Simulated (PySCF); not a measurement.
**C: excitation energy**

C [He] 2s2 2p2 (3P) → C [He] 2s2 2p1 3s1 (3P), as a difference of total energies. All numbers are calculated (PySCF 2.14, scalar relativity by spin-free X2C-1e, in aug-cc-pVDZ-DK). Correlated levels: valence: 1s2 frozen. The calculations carry no spin-orbit coupling.

| method | excitation energy (cm⁻¹) |
| --- | --- |
| UHF | 62110 |
| MP2 (valence) | 63240 |
| SCS-MP2 (valence) | 62592 |
| CCSD (valence) | 61727 |
| FCI (valence) | 61602 |

Task: Estimate what CCSD(T) (valence) gives.

Result: 61676 cm⁻¹, closest to CCSD (valence) among the rows shown.

Task: Estimate what CCSDT (valence) gives.

Result: 61598 cm⁻¹, closest to FCI (valence) among the rows shown.

Errors of the correlated levels include the incompleteness of this basis and the frozen core.

The promoted electron is Rydberg-like, and one or two diffuse shells describe it only roughly, which tends to raise the upper state.

For comparison: 60343 cm⁻¹ (measured; NIST levels, between the centres of gravity of the two terms).
